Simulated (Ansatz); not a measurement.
# Predicting a hybrid from its neighbours: Si2H4OF2

Si2H4OF2 has 9 atoms, charge 0, and is taken as a singlet. As SMILES, `O[SiH](F)[SiH2]F`. The shape is that of a PBE0-D4/def2-TZVP optimisation. This is one conformer, not always the lowest.

The HOMO–LUMO gap y, in eV, basis def2-SVP; a is the functional's share of exact exchange. Programs: Ansatz 0.2.0.

```
functional  program     a  y (eV)
    r2SCAN   Ansatz     0    5.83
    revPBE   Ansatz     0    5.28
     B3LYP   Ansatz   0.2    7.02
   r2SCAN0   Ansatz  0.25    7.79
      PBE0   Ansatz  0.25       ?
     BHLYP   Ansatz   0.5    9.63
```

Question: Fit y = c + s·a to the known rows and predict PBE0.

Answer: 
1. Means of the 5 rows: a = 0.1900, y = 7.110.
2. Σ(Δa)² = 0.172, Σ(Δa·Δy) = 1.412, so the slope is 1.412/0.172 = 8.2093.
3. Intercept: 7.110 − (8.2093) × 0.1900 = 5.550. The largest residual of the fit is 0.28.
4. PBE0: 5.550 + (8.2093) × 0.25 = 7.60 eV.

The run gave 7.41 eV, so the prediction is off by +0.19 eV, within the largest residual. Exact exchange lowers occupied levels and raises empty ones. The rows mix families of semi-local functionals, which the line can't see.
